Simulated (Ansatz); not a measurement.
Reaction (ligand exchange at the Si–O bond): `F[Si](Cl)(Cl)O[SiH3]` + `N[SiH](O)S` → `N[SiH](O)S[SiH3]` + `O[Si](F)(Cl)Cl`

Program: Ansatz. Geometries: PBE0-D4/def2-TZVP. ΔE: electronic, gas phase. CBS: MP2 limit from def2 TZ/QZ plus the TZ coupled-cluster correction, frozen cores. DFT in def2-TZVPP. Each species was taken in one conformer, which may not be the lowest.

`F[Si](Cl)(Cl)O[SiH3]`:

```xyz
9

F     1.836    0.762    1.924
Si    0.652   -0.113    1.366
Cl    1.240   -2.047    1.381
Cl   -0.941    0.132    2.586
O     0.319    0.373   -0.116
Si   -0.585    0.246   -1.489
H    -0.402   -1.105   -2.070
H    -2.013    0.468   -1.154
H    -0.106    1.284   -2.429
```

`N[SiH](O)S`:

Z-matrix (Å, degrees):
```
Si
O 1 1.644
S 1 2.137 2 105.1
N 1 1.696 2 112.5 3 -119.7
H 1 1.483 2 110.7 3 120.7
H 2 0.959 1 117.6 3 -57.1
H 3 1.344 1 94.0 2 174.4
H 4 1.007 1 120.6 2 -81.2
H 4 1.007 1 120.9 2 68.7
```

`N[SiH](O)S[SiH3]`:

Z-matrix (Å, degrees):
```
Si
O 1 1.644
S 1 2.130 2 103.9
N 1 1.702 2 112.5 3 -121.6
H 1 1.483 2 111.5 3 119.8
H 2 0.959 1 116.5 3 -179.3
Si 3 2.140 1 98.4 2 40.5
H 4 1.007 1 121.7 2 66.6
H 4 1.007 1 119.8 2 -144.3
H 7 1.482 3 112.0 1 -80.8
H 7 1.485 3 105.8 1 160.3
H 7 1.485 3 110.6 1 42.0
```

`O[Si](F)(Cl)Cl`:

Z-matrix (Å, degrees):
```
Si
F 1 1.579
Cl 1 2.026 2 106.6
O 1 1.612 2 111.1 3 121.9
Cl 1 2.011 2 108.3 3 -119.9
H 4 0.959 1 118.9 2 -75.5
```

| level | ΔE (kJ/mol) | difference from CCSD(T)/CBS |
| --- | --- | --- |
| r2SCAN0-D4 | 38.9 | -3.4 |
| BHLYP-D4 | 52.6 | 10.3 |
| CAM-B3LYP-D4 | 51.7 | 9.4 |
| BLYP | 46.8 | 4.5 |
| r2SCAN | 37.1 | -5.2 |
| PBE0 | 32.6 | -9.7 |
| r2SCANh | 37.9 | -4.4 |
| r2SCAN0 | 39.0 | -3.3 |
| CAM-B3LYP | 52.7 | 10.4 |
| LC-ωPBE | 38.1 | -4.2 |
| MP2/def2-SVP | 37.5 | -4.8 |
| MP2/def2-TZVPP | 41.2 | -1.1 |
| CCSD/def2-TZVPP | 49.0 | 6.7 |
| CCSD(T)/def2-TZVPP | 44.7 | 2.4 |
| MP2/def2-QZVPP | 40.7 | -1.6 |
| CCSD/CBS(def2) | 46.6 | 4.3 |
| CCSD(T)/CBS | 42.3 | 0 |

Largest T1 diagnostic among the species: 0.011.

From PBE to PBE0 (25 % exact exchange), in def2-TZVPP and without D4, ΔE moves by +4.4 kJ/mol. Leaving LDA and LC-ωPBE aside and taking each functional with its dispersion term where it has one, the values, not all of them listed here, spread over 27.3 kJ/mol, from revPBE-D4 to BHLYP-D4. In def2-TZVPP, CCSD(T) changes the Hartree–Fock value by −21.2 kJ/mol (the triples alone add −4.3 kJ/mol) and MP2 by −24.7 kJ/mol.

CCSD(T)/CBS has its own doubt, a few kJ/mol and more with outer-core shells, so smaller differences from it don't rank the levels.
